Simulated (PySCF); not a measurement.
Mg(Me)2 (C2H6Mg), SMILES [CH3][Mg][CH3]. Atoms are numbered in the order given.

```xyz
9

Mg     0.0000     0.0000     0.0000
C      0.0000     0.0000    -2.0987
H      0.8144     0.6074    -2.5116
H     -0.9333     0.4016    -2.5116
H      0.1189    -1.0090    -2.5116
C      0.0000     0.0000     2.0987
H      0.8144    -0.6074     2.5116
H     -0.9333    -0.4016     2.5116
H      0.1189     1.0090     2.5116
```
Charge 0, spin multiplicity 1.

Geometry optimised at TPSSh-D3(BJ)/def2-TZVP. The isomer is the one that the SMILES or the coordinates give; other isomers of the formula were not compared.

All values below come from PBE0/pcJ-1 (PySCF).

Isotropic couplings with Fermi-contact, spin-dipole and both spin-orbit terms, one fixed conformer, no vibrational averaging. Isotopes: 13C, 1H.

| pair | bonds apart | J (Hz) |
|---|---|---|
| C2–H3 | 1 | (withheld) |
| C2–H4 | 1 | (withheld) |
| C2–H5 | 1 | (withheld) |
| C6–H7 | 1 | (withheld) |
| C6–H8 | 1 | (withheld) |
| C6–H9 | 1 | (withheld) |
| C2–C6 | 2 | 18.1 |
| H3–H4 | 2 | (withheld) |
| H3–H5 | 2 | (withheld) |
| H4–H5 | 2 | (withheld) |
| H7–H8 | 2 | (withheld) |
| H7–H9 | 2 | (withheld) |
| H8–H9 | 2 | (withheld) |
| C2–H7 | 3 | -0.7 |
| C2–H8 | 3 | -0.7 |
| C2–H9 | 3 | -0.7 |
| H3–C6 | 3 | -0.7 |
| H4–C6 | 3 | -0.7 |
| H5–C6 | 3 | -0.7 |
| H3–H7 | 4 | -0.3 |
| H3–H8 | 4 | -0.5 |
| H4–H7 | 4 | -0.5 |
| H4–H9 | 4 | -0.3 |
| H5–H8 | 4 | -0.3 |
| H5–H9 | 4 | -0.5 |

Complete the blanks. (An estimate is asked for; the answer gives what the named calculation found.)


- C2–H3, J (Hz): 117.6
- C2–H4, J (Hz): 117.6
- C2–H5, J (Hz): 117.6
- C6–H7, J (Hz): 117.6
- C6–H8, J (Hz): 117.6
- C6–H9, J (Hz): 117.6
- H3–H4, J (Hz): -14.5
- H3–H5, J (Hz): -14.5
- H4–H5, J (Hz): -14.5
- H7–H8, J (Hz): -14.5
- H7–H9, J (Hz): -14.5
- H8–H9, J (Hz): -14.5
